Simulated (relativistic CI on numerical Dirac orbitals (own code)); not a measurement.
Calculated at this level of theory: Dirac-Coulomb-Breit CI, orbitals from a KLI potential per configuration, a model potential for QED, unscaled Slater integrals (own radial code, finite nucleus).

The strongest absorption lines from the ground level of an ion, among the configurations computed and to levels below about 11200 eV (vacuum wavelength in nm, gf): 0.13092 (0.67), 0.15513 (1.4), 0.15515 (1.6), 0.15532 (0.93), 0.15605 (1.4), 0.17113 (1.9), 0.17180 (2.1), 0.17185 (2.5).

(1) Which ion is it?
A. Dy LVIII
B. Os LXVIII
C. Pm LIII
D. Dy LVI

Answers

(1) A. Dy LVIII has 9 electrons and the ground level 2s2.2p5 2P°_3/2; the strongest line goes to 2s2.2p4.3d 2D_5/2. The pattern of lines fixes the number of electrons, and along that sequence the line energies rise steadily with the charge (about as its square where n changes within one kind of shell, about linearly where n is kept but much faster in heavy ions where fine structure, which grows about as Z⁴, sets the gap, and irregularly where shells cross), which fixes Z. Configurations outside the model, such as inner-shell arrays, can give stronger lines. At this charge energies of transitions that change n are usually good to better than 1 %, and those within a shell (Δn = 0) to a few per cent.

LS names give the leading component of a level, which can be under half, so a name can repeat, a term be missing and a line seem to break the LS rules.
